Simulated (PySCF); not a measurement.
Cd(Me)(iPr), SMILES [CH3][Cd][CH](C)C, GFN2-xTB optimised geometry.

```
15

Cd    -0.08    -1.32     0.00
C      2.15    -1.32     0.00
H      2.51    -1.16    -1.02
H      2.63    -2.21     0.40
H      2.45    -0.46     0.60
C     -1.57     0.34     0.00
C     -1.12     1.25    -1.14
C     -1.40     1.06     1.34
H     -2.63     0.10    -0.14
H     -1.66     2.21    -1.13
H     -0.05     1.48    -1.06
H     -1.30     0.78    -2.11
H     -1.79     0.45     2.16
H     -1.94     2.01     1.35
H     -0.34     1.28     1.53
```

Density from PBE0/def2-TZVP, def2 effective core potentials past Kr run with PySCF at that geometry. The core electrons that the potentials of Cd replace are not part of the density.

Minimum of the electron density along straight lines between bonded atoms, close to the bond critical point (lines longer than 1.1 times the sum of covalent radii, or with two minima, are not listed):

```tsv
bond	length / Å	ρ at the minimum / e bohr⁻³	∇²ρ there / e bohr⁻⁵	position (fraction from the first atom)
Cd1–C2	2.232	0.082	0.15	0.52
C2–H3	1.092	0.271	-0.90	0.64
C2–H4	1.087	0.275	-0.92	0.64
C2–H5	1.094	0.270	-0.89	0.64
Cd1–C6	2.234	0.083	0.15	0.52
C6–C7	1.529	0.243	-0.59	0.50
C6–C8	1.528	0.243	-0.59	0.50
C6–H9	1.095	0.276	-0.93	0.64
C7–H10	1.095	0.273	-0.92	0.64
C7–H11	1.098	0.273	-0.91	0.64
C7–H12	1.094	0.275	-0.93	0.64
C8–H13	1.093	0.276	-0.94	0.64
C8–H14	1.096	0.273	-0.92	0.64
C8–H15	1.098	0.273	-0.92	0.64
```
